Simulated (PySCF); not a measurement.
## Cl²⁺: ionisation energy

Cl²⁺ [Ne] 3s2 3p3 (4S) → Cl³⁺ [Ne] 3s2 3p2 (3P), as a difference of total energies. Calculation: PySCF 2.14, in ANO-RCC-VTZP (5s4p2d1f, 34 functions); scalar relativity by spin-free X2C-1e. Correlated levels: valence and next inner shell: 1s2 frozen. The calculations carry no spin-orbit coupling.

```json
{"method": "UHF", "ionisation energy (eV)": "38.969"}
{"method": "MP2 (valence and next inner shell)", "ionisation energy (eV)": "39.610"}
{"method": "SCS-MP2 (valence and next inner shell)", "ionisation energy (eV)": "39.414"}
{"method": "CCSD (valence and next inner shell)", "ionisation energy (eV)": "39.537"}
{"method": "CCSD(T) (valence and next inner shell)", "ionisation energy (eV)": "39.571"}
```

Problem. How much does correlation contribute at CCSD(T) (valence and next inner shell)?

Solution. 39.571 − (38.969) = 0.602 eV, measured against UHF.

A first-order spin-orbit estimate (lowest level to lowest level, LS coupling) adds -0.103 eV.

Errors of the correlated levels include the incompleteness of this basis and the frozen core.

For comparison: 39.8 ± 0.11 eV (semi-empirical (NIST evaluation); NIST Atomic Spectra Database, ionization energies).
